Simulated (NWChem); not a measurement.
CHOS cation; SMILES [SH+]=C=O

```xyz
4

O      0.0121    -1.7197     0.0000
C     -0.0028    -0.5995     0.0000
S      0.0778     1.0422     0.0000
H     -1.2827     1.1144     0.0000
```
Atoms are numbered in this order, from 1.

The geometry was optimised at PBE0-D3(BJ)/def2-TZVP.

 Unshifted, non-relativistic core excitations; the lowest 4 roots alone, so stronger bands may lie above.

Task: List the first O K-edge excitations from BHandHLYP/cc-pVTZ, restricted-window TDA (NWChem).

Result: 
| state | energy (eV) | dipole oscillator strength | leading excitation (squared amplitude) |
|---|---|---|---|
| S1 | 530.9 | 0.0504 | 1s of atom 1 or its equivalents → LUMO (0.89) |
| S2 | 532.3 | 0.0439 | 1s of atom 1 or its equivalents → LUMO+1 (0.97) |
| S3 | 536.7 | 0.0138 | 1s of atom 1 or its equivalents → LUMO+3 (0.45) |
| S4 | 538.2 | 0.0008 | 1s of atom 1 or its equivalents → LUMO+3 (0.46) |
